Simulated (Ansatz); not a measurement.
The same ligand exchange along the group Cl, Br, I.

Program: Ansatz. Geometries: PBE0-D4/def2-TZVP. ΔE: electronic, gas phase. CBS: MP2 limit from def2 TZ/QZ plus the TZ coupled-cluster correction, frozen cores. This one scheme is used for every species. DFT in def2-TZVPP. def2 core potentials past Kr. For Br, I outer-core shells are correlated without core-valence functions, which leaves a few kJ/mol of doubt a bond. Scalar relativity is left out up to krypton. One conformer a species, not always the lowest.

| reaction | ωB97M-V (eV) |
| --- | --- |
| `ClB1C[SiH2]1` + PH₃ → `PB1C[SiH2]1` + HCl | 0.60 |
| `BrB1C[SiH2]1` + PH₃ → `PB1C[SiH2]1` + HBr | 0.52 |
| `IB1C[SiH2]1` + PH₃ → `PB1C[SiH2]1` + HI | 0.40 |

Give the CCSD(T)/CBS values in the same order. (Best estimate.)

Ansatz gave: 0.53, 0.51, 0.45 eV.

Largest T1 diagnostic: 0.017, for `PB1C[SiH2]1`.
